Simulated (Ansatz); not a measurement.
C2H3BClFS (`C=C(F)B(S)Cl`), relaxed with RKS PBE0-D4/def2-TZVP in Ansatz 0.2.0 from a PBE-D4/def2-SVP geometry. The force threshold is 0.005 eV/Å; the program also tests the step.

The species carries charge 0 and has multiplicity 1.

Start:

```xyz
9

C    -0.622   -1.265   -0.856
C     0.412   -0.432   -0.612
F     1.548   -0.574   -1.338
B     0.427    0.730    0.439
S    -0.917    0.850    1.641
Cl    1.751    1.898    0.422
H    -0.555   -2.044   -1.631
H    -1.559   -1.166   -0.288
H    -0.486    2.004    2.222
```

**Question.** How much energy does the relaxation release, and in how many steps? (An estimate is asked.)

**Answer.** Computed: 0.98 kcal/mol, in 13 steps, 2 of them rejected.

**Question.** Which bonds change most? (An estimate is asked.)

**Answer.** Computed: C1–C2 from 1.350 to 1.328 Å; S5–H9 from 1.362 to 1.342 Å; B4–Cl6 from 1.766 to 1.748 Å; C1–H7 from 1.101 to 1.083 Å.

**Question.** Give the relaxed structure. (Best estimate.)

**Answer.** Computed: 
```xyz
9

C    -0.607   -1.258   -0.840
C     0.400   -0.420   -0.619
F     1.512   -0.544   -1.368
B     0.419    0.728    0.433
S    -0.938    0.875    1.593
Cl    1.767    1.840    0.454
H    -0.549   -2.026   -1.602
H    -1.514   -1.178   -0.256
H    -0.490    1.982    2.205
```
